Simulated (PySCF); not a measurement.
Ne⁺: ionisation energy

Ne⁺ [He] 2s2 2p5 (2P) → Ne²⁺ [He] 2s2 2p4 (3P), as a difference of total energies. Calculation: PySCF 2.14, in def2-TZVPPD; no relativity, point nucleus. Correlated levels: valence: 1s2 frozen. The calculations carry no spin-orbit coupling.

```json
{"method": "UHF", "ionisation energy (eV)": "39.287", "error (eV)": "-1.676"}
{"method": "MP2 (valence)", "ionisation energy (eV)": "40.736", "error (eV)": "-0.227"}
{"method": "SCS-MP2 (valence)", "ionisation energy (eV)": "40.723", "error (eV)": "-0.240"}
{"method": "CCSD (valence)", "ionisation energy (eV)": "40.671", "error (eV)": "-0.292"}
{"method": "CCSD(T) (valence)", "ionisation energy (eV)": "40.696", "error (eV)": "-0.267"}
```

Reference: 40.963 eV (measured; NIST Atomic Spectra Database, ionization energies).

Errors of the correlated levels include the incompleteness of this basis and the frozen core.
